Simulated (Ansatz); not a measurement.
Gas-phase electronic energies from Ansatz, PBE0-D4/def2-TZVP geometries. CCSD(T)/CBS is the MP2 limit (def2-TZVPP, def2-QZVPP) plus CCSD(T) − MP2 in def2-TZVPP, frozen cores. For Se outer-core shells are correlated without core-valence functions, which leaves a few kJ/mol of doubt a bond. Scalar relativity is left out up to krypton. One conformer a species, not always the lowest.

Consider the substitution at a C–Se bond: `C[Se]C` + `NC(O)O` → `CNC(O)O` + `C[SeH]`.

| species | CCSD(T)/CBS(def2) energy (Eh) |
| --- | --- |
| `C[Se]C` | -2480.41768 |
| `NC(O)O` | -246.11135 |
| `CNC(O)O` | -285.35830 |
| `C[SeH]` | -2441.15625 |

(1) Work out ΔE.

Largest T1 diagnostic among the species: 0.011.

Answers

(1) ΔE = (-285.35830) + (-2441.15625) − (-2480.41768) − (-246.11135) = 0.01448 Eh = +38.0 kJ/mol.

In def2-TZVPP, CCSD(T) changes the Hartree–Fock value by +6.3 kJ/mol (the triples alone add +1.2 kJ/mol) and MP2 by +11.6 kJ/mol.
